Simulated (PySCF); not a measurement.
Sb, charge -1, triplet (core potentials on Sb). Base run: HF/def2-SVP run with PySCF.

Here is a job for PySCF.
```python
from pyscf import gto, scf

mol = gto.M(
    atom='''
Sb    0.00000000    0.00000000    0.00000000
''',
    basis='def2-svp',
    ecp={'Sb': 'def2-svp'},
    charge=-1,
    spin=2,
    verbose=4,
)

mf = scf.UHF(mol)
mf.kernel()
```

Variants of this job, named by their change:

```csv
change,basis functions,E (Eh),HOMO (eV)
base,26,-239.25317,-0.02
basis = Sapporo-DKH3-DZP-2012; relativity = none (without ecp={'Sb': 'def2-svp'}),52,-6127.80745,-1.00
basis = x2c-SVPall; relativity = spin-free X2C; nucleus = Gaussian (with nucmod='G'; without ecp={'Sb': 'def2-svp'}),36,-6477.22245,0.43
basis = jorge-DZP-DKH; relativity = spin-free X2C (without ecp={'Sb': 'def2-svp'}),48,-6470.54002,0.20
basis = Sapporo-DKH3-DZP-2012; relativity = spin-free X2C; nucleus = Gaussian (with nucmod='G'; without ecp={'Sb': 'def2-svp'}),52,-6477.53023,-0.45
basis = x2c-SVPall; relativity = spin-free X2C (without ecp={'Sb': 'def2-svp'}),36,-6477.36279,0.43
basis = Sapporo-DKH3-DZP-2012; relativity = spin-free X2C (without ecp={'Sb': 'def2-svp'}),52,-6477.69639,-0.45
basis = x2c-SVPall; relativity = none (without ecp={'Sb': 'def2-svp'}),36,-6161.81225,-0.51
basis = jorge-DZP-DKH; relativity = spin-free X2C; nucleus = Gaussian (with nucmod='G'; without ecp={'Sb': 'def2-svp'}),48,-6470.38024,0.20
basis = jorge-DZP-DKH; relativity = none (without ecp={'Sb': 'def2-svp'}),48,-6247.41609,-0.11
```

Totals shift with the method and basis; they matter in differences.

Open shells are given as the SCF converged; they aren't shown to be the lowest states, and a large step between rows can be another state.

Basis sets contracted for a relativistic Hamiltonian are a mismatch without it, so the rows without relativity aren't non-relativistic limits. No row has spin-orbit coupling; sets with core potentials leave out the core electrons.
